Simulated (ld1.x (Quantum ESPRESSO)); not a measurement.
# nitrogen: excitation energies, all-electron against PAW

ld1.x (Quantum ESPRESSO) 7.5 input, shortened:

```
&input
   title='N', zed=7., rel=0, dft='PZ', iswitch=3,
   config='[He] 2s2 2p2.5'
 /
 &inputp
   pseudotype=3, lpaw=.true., tm=.true., lloc=-2, rcloc=1.05,
   nlcc=.false.,
   which_augfun='BESSEL', rmatch_augfun=0.30
 /
4
1S  1  0   2.00   0.00  0.35  0.40  0.0
2S  2  0   2.00   0.00  0.35  0.40  0.0
2P  2  1   2.50   0.00  1.30  1.40  0.0
2P  2  1   0.00   0.05  1.30  1.40  0.0
 &test
   configts(1)='1s2 2s2 2p2.5'
 /
```

Energies are relative to the spin-unpolarised reference configuration 1s2 2s2 2p2.5; without spin polarisation the order of configurations can differ from experiment. Spin-polarised rows fill each open shell by Hund’s rule, majority spin first.

| valence configuration | charge | ΔE all-electron (eV) | error AE − PS (meV) |
| --- | --- | --- | --- |
| 1s2 2s2 2p3 | 0 | -5.169 | -0.1 |
| 1s2 2s2 2p2 | +1 | 8.568 | -0.2 |
| 1s2 2s2 2p1 | +2 | 37.543 | -5.4 |
| 1s2 2s1 2p3 | +1 | 19.987 | +1.3 |
| 1s2 2s2 2p3.3 | -0.3 | -6.836 | -0.1 |
| 1s2 2s1 2p4 | 0 | 6.005 | +2.5 |
| 1s2 2s2 2p2.5 (spin-polarised) | +0.5 | -2.307 | +2.8 |

(1) What are ΔE and the potential's error for 1s2 2s2 2p3 (spin-polarised)?

(2) What are ΔE and the potential's error for 1s2 2s2 2p0?

Levels in the configuration 1s2 2s2 2p3:

```tsv
level	all-electron (eV)	pseudo (eV)
1s	-381.287	-381.277
2s	-18.398	-18.398
2p	-7.247	-7.247
```

A Bessel basis up to 400 Ry misses an occupied level by 0.03 Ry, so cutoffs and ghosts were not judged.

## Answers

(1) ΔE = -8.062 eV all-electron; the error (AE − PS) is +3.1 meV.

(2) ΔE = 84.710 eV all-electron; the error (AE − PS) is -26 meV.
